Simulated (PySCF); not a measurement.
Two species compared at the same levels of theory.

First species: C6H9P.
SMILES: `P#CC1CCCC1`

Second species: C6H12P (charge +1).
SMILES: `C1C[P@H+]2CC[C@@H]1C2`

Levels: B3LYP/def2-SVPD for HOMO energy, LUMO energy, HOMO–LUMO gap and static isotropic polarisability; TDDFT B3LYP/def2-SVPD for lowest singlet excitation; TDA B3LYP/def2-SVPD for lowest triplet excitation (Tamm–Dancoff). Geometries: GFN2-xTB. Each structure is a single optimised conformer of the isolated species, non-relativistic unless stated. Electronic properties by PySCF.

Values for the first species:

| Property | Result |
| --- | --- |
| HOMO energy | -6.98 eV |
| LUMO energy | -1.02 eV |
| HOMO–LUMO gap | 5.96 eV |
| Lowest singlet excitation | 4.38 eV |
| Lowest triplet excitation (Tamm–Dancoff) | 3.38 eV |
| Static isotropic polarisability | 94.5 au |

Task: Estimate the same properties for the second species, and the change in each.

Result: 
| property | first | second | second less first |
| --- | --- | --- | --- |
| HOMO energy | -6.98 eV | -13.21 eV | -6.23 eV |
| LUMO energy | -1.02 eV | -4.59 eV | -3.57 eV |
| HOMO–LUMO gap | 5.96 eV | 8.62 eV | +2.66 eV |
| lowest singlet excitation | 4.38 eV | 7.59 eV | +3.21 eV |
| lowest triplet excitation (Tamm–Dancoff) | 3.38 eV | 7.41 eV | +4.03 eV |
| static isotropic polarisability | 94.5 au | 78.7 au | -15.8 au |

On the first: In wavenumbers S1 is 35300 cm⁻¹ (1 eV = 8065.54 cm⁻¹). The vertical singlet–triplet gap S1 − T1 is 1.00 eV (TDDFT singlet less Tamm–Dancoff triplet).

On the second: In wavenumbers S1 is 61200 cm⁻¹ (1 eV = 8065.54 cm⁻¹). S1 lies 1.03 eV below the HOMO–LUMO gap; its leading configuration is HOMO→LUMO, weight 0.98.
